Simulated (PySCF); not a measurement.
Sn(H)(Br)(NH2)2 (BrH₅N₂Sn), SMILES [NH2][SnH]([NH2])[Br]. The structure is a stationary point at B3LYP-D3(BJ)/def2-SVP. The def2 effective core potentials stand for the cores of Sn; spin–orbit coupling is left out. One conformer was computed; it need not be the lowest.

Computed with B3LYP-D3(BJ)/def2-SVP (PySCF).

Harmonic wavenumbers (cm⁻¹): 83, 123, 142, 157, 171, 239, 514, 543, 553, 578, 650, 661, 842, 877, 1535, 1546, 1934, 3497, 3501, 3592, 3593. Rotational constants (GHz): 4.184, 1.179, 1.029; symmetry number 1.

Q: Work out the zero-point energy and the ideal-gas rigid-rotor harmonic-oscillator thermochemistry at 298.15 K and 1 atm.

A: ZPE = ½ Σ hcν = ½ × 25327 cm⁻¹ = 36.21 kcal/mol. H − E(el) = 41.73 kcal/mol. Entropy in cal/(mol K): translation 42.22, rotation 28.54, vibration 19.78, total 90.54. G − E(el) = 14.74 kcal/mol. Cp = 26.99 cal/(mol K). Modes under 150 cm⁻¹ make the vibrational entropy uncertain.
